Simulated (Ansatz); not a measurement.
A made-up structure of CHNTe, closed shell:

| atom | x (Å) | y (Å) | z (Å) |
| --- | --- | --- | --- |
| N1 | -1.0381 | -2.4360 | -1.8027 |
| C2 | 0.3767 | -0.3265 | 0.6754 |
| Te3 | -0.5640 | -0.5191 | -1.1180 |
| H4 | -0.7275 | 1.1249 | -1.2521 |

It is relaxed with PBE-D4/def2-SVP and then PBE0-D4/def2-TZVP (Ansatz 0.2.0). Atoms count as bonded within 1.22 times the sum of their covalent radii (H–H: 0.88 Å). The end point is not checked to be a true minimum.

Problem. Does its bonding change? (Judge from chemistry; the calculation decides.)

Solution. By the calculation: Yes. Formed: C2–H4; broken: Te3–H4.

Where it ends: The first stage lowers the energy by 0.75 eV in 7 steps. It ends as CHNTe ([CH][Te][N]):
N1  (-1.101, -2.603, -1.936)
C2  (0.005, 0.121, -0.019)
Te3  (-0.806, -0.888, -1.426)
H4  (-0.051, 1.213, -0.117)
(Å)

Labels in which every atom is bracketed show which atoms are joined, not bond orders.

For scale, one of the runs: PBE0-D4/def2-TZVP relaxation, 118 basis functions, launched by `ansatz run in.yaml --threads 2 --pin off --events-out ev --progress --plain --max-ram 4352MiB`. The run took about 38 s on 2 CPU threads of an Arm Neoverse V2 (shared host).
